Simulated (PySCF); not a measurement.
Compound: C₅H₁₅B₂NO₂.
SMILES: `[C@@H]1(B(O)O)CC[BH2-][N+]1(C)C`

A linear-response calculation (PySCF, def2-SVPD basis, gas phase, vertical, core orbitals frozen in the response) gave these numbers; the functional is withheld.

Orbital energies (eV): HOMO-3 -10.46, HOMO-2 -9.90, HOMO-1 -8.83, HOMO -8.63, LUMO 0.35, LUMO+1 1.22, LUMO+2 1.51.

| state | E (eV) | f | main configurations (H = HOMO, L = LUMO) |
| --- | --- | --- | --- |
| S1 | 6.93 | 0.0073 | H→L (60%), H→L+2 (16%), H-1→L (10%) |
| S2 | 7.05 | 0.032 | H-1→L (62%), H-1→L+2 (12%), H→L (9%) |
| S3 | 7.64 | 0.016 | H→L+2 (53%), H→L (15%) |
| S4 | 7.76 | 0.024 | H-1→L+2 (22%), H→L+3 (18%), H-1→L+3 (13%) |
| S5 | 7.83 | 0.0037 | H-1→L+2 (27%), H-2→L (24%) |
| S6 | 7.85 | 0.012 | H→L+3 (33%), H-2→L (32%), H→L+1 (10%) |

Triplets, Tamm–Dancoff:

| state | E (eV) | λ (nm) | main configurations (H = HOMO, L = LUMO) |
| --- | --- | --- | --- |
| T1 | 6.82 | 181.7 | H→L (52%), H→L+2 (23%) |
| T2 | 6.94 | 178.6 | H-1→L (58%), H-1→L+2 (14%), H-1→L+1 (10%) |
| T3 | 7.41 | 167.3 | H-2→L+4 (18%), H-2→L (11%), H→L+3 (11%) |
| T4 | 7.51 | 165.2 | H→L+2 (36%), H→L (25%) |

Vertical ionisation energy by ΔSCF with the same functional: 9.44 eV. Mean static polarisability: 101.3 au.

Question: Name the functional.
A. CAM-B3LYP
B. PBE0
C. HF
D. PBE

Answer: A. CAM-B3LYP is range-separated, 19% exact exchange at short range and 65% at long range (ω = 0.33 bohr⁻¹). In this run −ε(HOMO) = 8.63 eV differs from the ΔSCF value by -0.81 eV, and S1 differs from the orbital gap of 8.98 eV by -2.05 eV. The ratio −ε(HOMO)/IP is 0.91. Small neutral molecules mostly give 0.85 to 0.93 with CAM-B3LYP, 0.5 to 0.7 with PBE, 0.7 to 0.83 with PBE0; Hartree–Fock can't fall below 1, since the ion's relaxation only lowers the ΔSCF value. The other options: PBE, a GGA without exact exchange; HF, time-dependent Hartree–Fock, 100% exact exchange; PBE0, a global hybrid with 25% exact exchange.

The calculation used TDDFT CAM-B3LYP/def2-SVPD, vertical, gas phase, core orbitals frozen in the response (PySCF 2.14.0, density-fitted response routines). One conformer (not necessarily the lowest) at the PBE0-D3(BJ)/def2-SVP geometry, without solvent, vibrations or thermal averaging.

Without π bonds the low states are Rydberg-like; a valence basis with one diffuse set may place them up to an eV too high.
